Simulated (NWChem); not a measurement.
# BF2 cation

```xyz
3

F      0.0000     0.0000    -1.2264
B      0.0000     0.0000     0.0000
F      0.0000     0.0000     1.2264
```
Atoms are numbered in this order, from 1.

All runs: NWChem. Geometry optimised at PBE0-D3(BJ)/def2-TZVP; all other runs use it. Pople sets run with spherical d functions. Vzz has the sign of the potential's second derivative.

| quantity | level | value |
|---|---|---|
| first 1s excitation (eV), B K edge, unshifted | PBE0/6-311G**, TDA | 187.4 |
| Vzz B2 (a.u.) | PBE/def2-SVP | [?] |
| highest occupied level (eV) | BP86/def2-SVP | [?] |
| charge (e), ESP B2 | B3LYP/def2-SVP | 1.06 |
| vertical, lowest state with f > 0.02, singlet (eV) | PBE0/aug-cc-pVDZ, full TDDFT | 13.77 |
| highest harmonic frequency (cm⁻¹) | PBE0-D3(BJ)/def2-TZVP | [?] |

Problem. Fill in the missing entries.

Solution. 
- Vzz B2 (a.u.), value: -0.301
- highest occupied level (eV), value: -20.71
- highest harmonic frequency (cm⁻¹), value: 2085
